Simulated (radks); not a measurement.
Results of a calculation; reference values are marked as such.
Q: Coherent X-ray form factor from a spherical all-electron density. Level of theory: scalar-relativistic Kohn-Sham, exchange-only LDA, spin-polarised, spherical densities, point nucleus (a radial shooting solver on a logarithmic mesh with Libxc functionals).

sin(theta)/lambda (1/angstrom)  f0 (electrons)
0.05                                    64.392
0.1                                     62.662
0.15                                    60.055
0.2                                     56.893
0.25                                    53.491
0.3                                     50.097
0.4                                     43.881
0.5                                     38.677
0.6                                     34.343
0.8                                     27.520
1                                       22.602
1.25                                    18.585
1.5                                     16.070
2                                       12.563

The species is in the configuration that NIST lists as its ground one. Which atom or ion scatters so?

A: The erbium ion Er3+, [Xe] 4f11. Extrapolating in s^2 from the first two rows gives f0(0) = 65.0, near the electron count 65; among species with that count, the fall with angle is slower the higher Z, and the table is that of Z = 68; from so few rows the species is fixed only to a neighbour or two.
